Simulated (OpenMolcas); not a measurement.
Cu2+ among 8 point charges of -1 e arranged as a cube (Oh).

```
Program             : OpenMolcas
Method              : CASSCF
Basis               : ANO-RCC-VTZP [6s5p3d2f1g]
Scalar Hamiltonian  : DKH2, point nucleus
Active space        : 9 electrons in 5 orbitals (3d)
State averaging     : 2S+1 = 2 even, 5 roots
Spin-orbit coupling : RASSI with atomic mean-field integrals over the reference wave functions
```

All point charges move together. At R = 1.81 Å |10Dq| is 2137 cm-1, and at R = 1.94 Å it is 1534 cm-1.

A third run gives 977 cm-1. What distance was it run at?

With a power law R^-n the two known points give n = -ln(1534 / 2137) / ln(1.94 / 1.81) = 4.78. Then R = 1.81 × (2137 / 977)^(1/4.78) = 2.132 Å. The run was at 2.13 Å, so the estimate is off by +0.002 Å.

An orbital triplet at a regular site is open to Jahn-Teller coupling, which can distort the site and quench the lowest spin-orbit gaps and is left out. The ground term spreads over less than 5000 cm-1, several times less than with real ligands, so orbital moments are less quenched and χT lies further from the spin-only value than at real sites. This is an electrostatic model: the charges have no orbitals. No measured value stands beside these numbers.
